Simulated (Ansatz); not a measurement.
# Ligand exchange: HOF + SiH(CH3)(SiH3)2 → SiH3(OH) + SiH(CH3)(SiH3)F

Species: HOF (hypofluorous acid) `OF`, singlet; SiH(CH3)(SiH3)2, singlet; SiH3(OH) (silanol), singlet; SiH(CH3)(SiH3)F, singlet. The partners trade F for SiH3: O–F and Si–SiH3 bonds give way to O–SiH3 and Si–F.

Shapes, held fixed at every level: PBE0-D4/def2-TZVP. Programs: Ansatz 0.2.0. The zero-point and thermal change to 298 K, harmonic and unscaled (PBE0-D4/def2-TZVP), is +3.0 kJ/mol.

```csv
level,kind,ΔH(298 K) (kJ/mol),less CCSD(T)/CBS estimate
SPW92/def2-TZVPP,LDA,-588.8,+43.1
B3LYP-D4/def2-TZVPP,global hybrid,-609.5,+22.4
wB97M-V/def2-TZVPP,range-separated hybrid,-621.7,+10.2
wB97X-V/def2-TZVPP,range-separated hybrid,-611.0,+20.9
MP2/def2-SVP,perturbation theory,-609.7,+22.2
MP2/def2-TZVPP,perturbation theory,-654.7,-22.8
CCSD(T)/def2-TZVPP,coupled cluster or CI,-620.1,+11.8
CCSD(T)/CBS estimate,coupled cluster or CI,-631.9,0.0
```

The highest level, CCSD(T)/CBS estimate, gives ΔH(298 K) = -631.9 kJ/mol; the levels span -654.7 to -588.8. The column of differences is taken from that level and isn't an error. No measured value is set beside it here. The CBS estimate extrapolates MP2 from def2-TZVPP and def2-QZVPP and adds CCSD(T) − MP2 in the triple-zeta set, cores frozen.
